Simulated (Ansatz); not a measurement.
Method: CAM-B3LYP-D3(BJ)/def2-TZVP (Ansatz, a quantum-chemistry and plane-wave program). No frequencies were computed at this level.

Ansatz 0.2 input:
```yaml
crystal:
  periodic: [false, false, false]
  atoms:
    - { symbol: N, position_ang: [-0.949574, -0.093707, 0.033739] }
    - { symbol: Al, position_ang: [0.816097, 0.078014, -0.027149] }
    - { symbol: H, position_ang: [-1.605063, 0.132345, -0.706621] }
    - { symbol: H, position_ang: [-1.505035, -0.430129, 0.81241] }
    - { symbol: H, position_ang: [1.7408, -1.133674, -0.25122] }
    - { symbol: H, position_ang: [1.502776, 1.44715, 0.138839] }
basis:
  gaussian: { orbitals: def2-tzvp }
hamiltonian:
  xc: cam_b3lyp
  dispersion: d3bj
relax:
  max_steps: 150
```

Output:

```
Functional definition: CAM-B3LYP
590 factors; their error is unknown
228 factors; integrals over basis functions are off by at most 5.5e-6 eV
mean field evaluation 1: about -8146.3357 eV, gradient 5.9e1 eV
mean field evaluation 2: about -8142.1240 eV, gradient 7.0e1 eV
mean field evaluation 4: about -8152.5663 eV, gradient 2.7e-1 eV
mean field evaluation 8: about -8152.5750 eV, gradient 2.0e-1 eV
mean field evaluation 16: about -8152.5751 eV, gradient 2.4e-5 eV
mean field -8152.57506369 eV, -299.6016075767 hartree, gradient 2.4e-5 eV, S^2 0.000000; 0 other end points of the search recorded, 0 dependent functions left out
reference -8152.57518047 eV, -299.6016118683 hartree; 12, 12 occupied and 80, 80 virtual orbitals, 590 factors
relax step   1: F+E_penalty+E_count = -8152.62785794 eV  Δ(F+E_penalty+E_count) = +0.000e0 eV  max|allowed force component| = 7.282e-1 eV/Å  Δτ_max = 0.0000 Å  (25 SCF iters, accepted)
these checks for a lower state are left out or cut short: starts, cluster_reference, orbital_swaps, neighbouring_geometries, increment
590 factors; their error is unknown
228 factors; integrals over basis functions are off by at most 5.6e-6 eV
mean field -8152.69254406 eV, -299.6059249005 hartree, gradient 1.1e-5 eV, S^2 0.000000; 0 other end points of the search recorded, 0 dependent functions left out
reference -8152.69266135 eV, -299.6059292112 hartree; 12, 12 occupied and 80, 80 virtual orbitals, 590 factors
relax step   2: F+E_penalty+E_count = -8152.74530660 eV  Δ(F+E_penalty+E_count) = -1.174e-1 eV  max|allowed force component| = 8.930e-1 eV/Å  Δτ_max = 0.1782 Å  (33 SCF iters, accepted)
these checks for a lower state are left out or cut short: starts, cluster_reference, orbital_swaps, neighbouring_geometries, increment
590 factors; their error is unknown
228 factors; integrals over basis functions are off by at most 5.9e-6 eV
mean field evaluation 32: about -8152.8017 eV, gradient 1.1e-5 eV
mean field -8152.80165249 eV, -299.6099345614 hartree, gradient 1.1e-5 eV, S^2 0.000000; 0 other end points of the search recorded, 0 dependent functions left out
reference -8152.80176884 eV, -299.6099388372 hartree; 12, 12 occupied and 80, 80 virtual orbitals, 590 factors
relax step   3: F+E_penalty+E_count = -8152.85443317 eV  Δ(F+E_penalty+E_count) = -1.091e-1 eV  max|allowed force component| = 1.054e0 eV/Å  Δτ_max = 0.1957 Å  (33 SCF iters, accepted)
these checks for a lower state are left out or cut short: starts, cluster_reference, orbital_swaps, neighbouring_geometries, increment
590 factors; their error is unknown
228 factors; integrals over basis functions are off by at most 7.7e-6 eV
mean field -8152.99050357 eV, -299.6168747107 hartree, gradient 6.2e-6 eV, S^2 0.000000; 0 other end points of the search recorded, 0 dependent functions left out
reference -8152.99061950 eV, -299.6168789711 hartree; 12, 12 occupied and 80, 80 virtual orbitals, 590 factors
relax step   4: F+E_penalty+E_count = -8153.04360640 eV  Δ(F+E_penalty+E_count) = -1.892e-1 eV  max|allowed force component| = 6.191e-1 eV/Å  Δτ_max = 0.2000 Å  (27 SCF iters, accepted)
these checks for a lower state are left out or cut short: starts, cluster_reference, orbital_swaps, neighbouring_geometries, increment
590 factors; their error is unknown
228 factors; integrals over basis functions are off by at most 1.1e-5 eV
mean field -8153.07520465 eV, -299.6199874181 hartree, gradient 5.5e-6 eV, S^2 0.000000; 0 other end points of the search recorded, 0 dependent functions left out
reference -8153.07532047 eV, -299.6199916743 hartree; 12, 12 occupied and 80, 80 virtual orbitals, 590 factors
relax step   5: F+E_penalty+E_count = -8153.12824754 eV  Δ(F+E_penalty+E_count) = -8.464e-2 eV  max|allowed force component| = 2.618e-1 eV/Å  Δτ_max = 0.2000 Å  (28 SCF iters, accepted)
these checks for a lower state are left out or cut short: starts, cluster_reference, orbital_swaps, neighbouring_geometries, increment
590 factors; their error is unknown
228 factors; integrals over basis functions are off by at most 1.1e-5 eV
mean field -8153.07571169 eV, -299.6200060516 hartree, gradient 1.1e-5 eV, S^2 0.000000; 0 other end points of the search recorded, 0 dependent functions left out
reference -8153.07582754 eV, -299.6200103088 hartree; 12, 12 occupied and 80, 80 virtual orbitals, 590 factors
relax step   6: F+E_penalty+E_count = -8153.12874460 eV  Δ(F+E_penalty+E_count) = -4.971e-4 eV  max|allowed force component| = 2.222e-1 eV/Å  Δτ_max = 0.0109 Å  (29 SCF iters, accepted)
these checks for a lower state are left out or cut short: starts, cluster_reference, orbital_swaps, neighbouring_geometries, increment
590 factors; their error is unknown
228 factors; integrals over basis functions are off by at most 1.2e-5 eV
mean field -8153.08243302 eV, -299.6202530558 hartree, gradient 1.2e-5 eV, S^2 0.000000; 0 other end points of the search recorded, 0 dependent functions left out
reference -8153.08254933 eV, -299.6202573299 hartree; 12, 12 occupied and 80, 80 virtual orbitals, 590 factors
relax step   7: F+E_penalty+E_count = -8153.13550949 eV  Δ(F+E_penalty+E_count) = -6.765e-3 eV  max|allowed force component| = 1.400e-2 eV/Å  Δτ_max = 0.0601 Å  (27 SCF iters, accepted)
these checks for a lower state are left out or cut short: starts, cluster_reference, orbital_swaps, neighbouring_geometries, increment
590 factors; their error is unknown
228 factors; integrals over basis functions are off by at most 1.2e-5 eV
mean field evaluation 64: about -8153.0825 eV, gradient 4.0e-5 eV
mean field -8153.08248693 eV, -299.6202550369 hartree, gradient 1.1e-5 eV, S^2 0.000000; 0 other end points of the search recorded, 0 dependent functions left out
reference -8153.08260329 eV, -299.6202593129 hartree; 12, 12 occupied and 80, 80 virtual orbitals, 590 factors
relax step   8: F+E_penalty+E_count = -8153.13556432 eV  Δ(F+E_penalty+E_count) = -5.483e-5 eV  max|allowed force component| = 5.328e-4 eV/Å  Δτ_max = 0.0057 Å  (29 SCF iters, accepted)
590 factors; their error is unknown
228 factors; integrals over basis functions are off by at most 1.2e-5 eV
mean field -8153.08248693 eV, -299.6202550369 hartree, gradient 3.7e-5 eV, S^2 0.000000; 1 other end points of the search recorded, 0 dependent functions left out
reference -8153.08260329 eV, -299.6202593129 hartree; 12, 12 occupied and 80, 80 virtual orbitals, 590 factors
Total energy: -8153.13568067 eV, -299.6222098708 hartree
Atom 0 at    -0.930745    -0.089476     0.032117 Å, force     0.000297    -0.000124    -0.000154 eV/Å
Atom 1 at     0.822863     0.079188    -0.028322 Å, force    -0.000155    -0.000071    -0.000078 eV/Å
Atom 2 at    -1.586879     0.658084    -0.125664 Å, force    -0.000028     0.000376     0.000533 eV/Å
Atom 3 at    -1.420077    -0.947368     0.229180 Å, force    -0.000134    -0.000246    -0.000392 eV/Å
Atom 4 at     1.697479    -1.200850     0.243520 Å, force     0.000064     0.000089     0.000349 eV/Å
Atom 5 at     1.417359     1.500421    -0.350833 Å, force    -0.000044    -0.000023    -0.000258 eV/Å
Dipole moment:    -0.260787    -0.025075     0.008941 e Å
```

Cost: around 25 core-seconds (rough).
